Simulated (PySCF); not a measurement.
(Br2Ga-mu-H)3.
Structure used (PBE0-D3(BJ)/def2-SVP), in Å, numbered top down from 1:
```
atom  x, y, z in Å
Ga1   -0.505   -1.521   -0.900
Br2   -2.636   -1.469   -1.674
Br3    0.938   -3.258   -1.138
H4    -0.553   -1.153    0.755
Ga5   -0.287    0.150    1.809
Br6   -2.309    1.043    2.327
Br7    1.267   -0.550    3.302
H8     0.487    1.221    0.746
Ga9    0.864    1.360   -0.903
Br10  -0.518    2.981   -1.686
Br11   3.120    1.227   -1.109
H12    0.248   -0.115   -1.478
```

Computed with PySCF 2.14.0, density-fitted response routines, TDDFT PBE0/def2-SVPD, vertical, gas phase, core orbitals frozen in the response. The geometry optimisation had not met its thresholds, so the values belong to a structure short of the stationary point. Relativistic effects, spin–orbit coupling among them, are left out although an element past zinc is present.

Question: Predict the UV-vis stick spectrum at this level.

Answer: 

```
state  E (eV)  λ (nm)  ν̃ (cm⁻¹)       f  |μ| (D)      main configurations (H = HOMO, L = LUMO)
   S1    4.72   262.7      38070  0.0035     0.44                 H→L+1 (62%), H-3/H-2→L (≥23%)
   S2    4.73   262.1      38160  0.0004     0.15               H-1→L+1 (47%), H-3/H-2→L (≥32%)
   S3    4.77   259.9      38470  0.0001     0.06  H-3/H-2→L+1 (≥37%), H→L (34%), H-5→L+1 (10%)
   S4    4.79   258.6      38670  0.0004     0.15    H-3/H-2→L (≥45%), H-5→L (20%), H→L+1 (18%)
   S5    4.85   255.8      39090  0.0011     0.24               H-1→L (53%), H-3/H-2→L+1 (≥35%)
   S6    4.87   254.4      39320  0.0006     0.18     H-4→L (25%), H-4→L+1 (22%), H-6→L+1 (14%)
   S7    4.88   254.1      39360  0.0004     0.15     H-4→L+1 (37%), H-6→L+1 (14%), H-6→L (10%)
   S8    4.90   253.0      39530  0.0007     0.19  H-8→L (48%), H-3/H-2→L+1 (≥20%), H-4→L (14%)
   S9    4.95   250.5      39910   0.128     2.61               H-1→L+1 (39%), H-3/H-2→L (≥34%)
  S10    4.95   250.3      39960   0.122     2.55               H-3/H-2→L+1 (≥47%), H-1→L (32%)
  S11    5.01   247.6      40390  0.0007     0.19         H-8→L (24%), H→L (20%), H-6→L+1 (19%)
  S12    5.05   245.3      40760   0.028     1.20    H-5→L (54%), H-7→L (15%), H-3/H-2→L (≥11%)
  S13    5.07   244.6      40890   0.045     1.53      H-7→L+1 (50%), H-5→L+1 (22%), H-9→L (8%)
  S14    5.08   244.0      40980   0.045     1.53         H-7→L (46%), H-6→L (16%), H-5→L (10%)
```

Triplets, Tamm–Dancoff:

```tsv
state	E (eV)	λ (nm)	main configurations (H = HOMO, L = LUMO)
T1	4.46	278.0	H-1→L+1 (40%), H-3/H-2→L (≥39%)
T2	4.49	276.1	H→L+1 (57%), H-3/H-2→L (≥32%)
T3	4.50	275.5	H-1→L (36%), H-3/H-2→L+1 (≥31%), H-7→L (13%)
T4	4.51	275.2	H-1→L+1 (38%), H-3/H-2→L (≥35%), H-7→L+1 (12%)
```

The lowest singlet comes at 263 nm (455 kJ/mol) in the ultraviolet; it is very weak; its leading configuration is HOMO→LUMO+1 (62%). The most intense listed level is S9/S10 at 4.95 eV (251 nm, f = 0.250 summed), 0.23 eV above S1. S6/S7 and S9/S10 lie within about 0.01 eV of each other in each set. Löwdin shares by element: HOMO (one of a set within 0.03 eV) bromine 90% or more; LUMO (one of a set within 0.03 eV) bromine 26% or more, gallium 14% or more, hydrogen 11% or more (atoms not listed hold the other 50%). Weighted by f, the mean energy of these states is 4.99 eV. The listed states span 0.36 eV. The oscillator strengths of these states sum to 0.376; summed over the whole spectrum of an exact calculation they would give the number of electrons, 306 (Thomas–Reiche–Kuhn). No computed singlet lies in the visible range (380 to 750 nm); the lowest, at 263 nm, stands 1.46 eV above its violet end (3.26 eV). Orbitals of the list HOMO-3 to LUMO+2 that lie within 0.01 eV of each other are written together with a slash and their weights summed (≥ marks a lower bound); for degenerate orbitals outside that list single weights are arbitrary. The window holds the lowest 15 singlets. The highest level found (5.11 eV, f 0.016 so far) is left out, since the window may have cut off a degenerate partner.

Time: 26 min wall, 55 min CPU (with the writing of density and orbital grids); peak memory 3.6 GiB. Hardware: 2 threads, Intel Xeon Platinum 8259CL at 2.50 GHz (x86_64), no GPU, shared host with 96 logical CPUs at a one-minute load of 34.
